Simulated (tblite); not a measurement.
Run record: tight-binding relaxation, `[CH2][SiH2]CC(=O)[SiH3]` [radical].

Computed with GFN2-xTB geometry optimisation, gas phase (tblite 0.8.0). Start geometry: from a force field or distance geometry. The command runs a driver script over a list of jobs; the input below is this job's line of settings and its coordinates in Å.

Command:
```bash
OMP_NUM_THREADS=1 python probes_run.py task.json out
```

Input:
```
{"job": {"kind": "relax", "xc": "GFN2-xTB", "basis": "xTB"}, "charge": 0, "multiplicity": 2}
C     -2.740700     0.980000    -0.570000
Si    -1.473500    -0.222900    -0.158300
C      0.209100     0.253600    -0.797400
C      1.310600    -0.672900    -0.416800
O      1.605200    -1.687000    -1.038900
Si     2.299000    -0.338000     1.162800
H     -3.207200     0.955700    -1.551700
H     -3.079700     1.690700     0.184300
H     -1.875400    -1.555600    -0.663300
H     -1.391000    -0.316200     1.333800
H      0.173200     0.287800    -1.898600
H      0.452100     1.271100    -0.480400
H      2.185900    -1.444500     2.162300
H      1.787600     0.887300     1.830700
H      3.740100    -0.081000     0.879500
```

Output:
```
step      E/eV     max force
  0    -501.00506    2.191
  1    -501.13982    0.953
  2    -501.17897    0.817
  3    -501.19880    0.324
  4    -501.21082    0.261
  5    -501.22100    0.285
  6    -501.22655    0.225
  7    -501.23044    0.157
  8    -501.23320    0.145
  9    -501.23633    0.166
... (62 lines left out)
 72    -501.25922    0.016
 73    -501.25926    0.016
 74    -501.25929    0.017
 75    -501.25932    0.015
 76    -501.25935    0.018
 77    -501.25937    0.011
 78    -501.25939    0.011
 79    -501.25941    0.013
 80    -501.25943    0.011
 81    -501.25945    0.008
```

«max force» is the largest atomic force in eV/Å.

Q: From which step on does the largest force stay under 0.1 eV/Å, and how much energy is left to gain from there?

A: From step 18 (0.086 eV/Å), 7.5 meV above the end.

Main results: energy lowered by 5.9 kcal/mol over 81 steps; largest atomic force 0.008 eV/Å at the end.

Q: Where do the atoms end?

A: 0.167 Å rms from the input after alignment:
```
atom  x, y, z in Å
C1    -2.7311    0.9308   -0.6389
Si2   -1.4644   -0.2405   -0.0204
C3     0.2293    0.3355   -0.7847
C4     1.2562   -0.6514   -0.4038
O5     1.4662   -1.6628   -1.0452
Si6    2.2877   -0.3635    1.1978
H7    -3.1305    0.8781   -1.6370
H8    -3.0931    1.7594   -0.0565
H9    -1.6806   -1.6162   -0.4717
H10   -1.3104   -0.1720    1.4373
H11    0.1017    0.3646   -1.8664
H12    0.4663    1.3279   -0.4104
H13    2.2673   -1.6052    1.9637
H14    1.6885    0.7446    1.9451
H15    3.6426   -0.0212    0.7692
```

Time: 0.52 s wall. Hardware: one thread, Arm Neoverse V1 (aarch64), on a shared host.
Labels such as C1 count atoms from 1, the log's own numbers from 0.
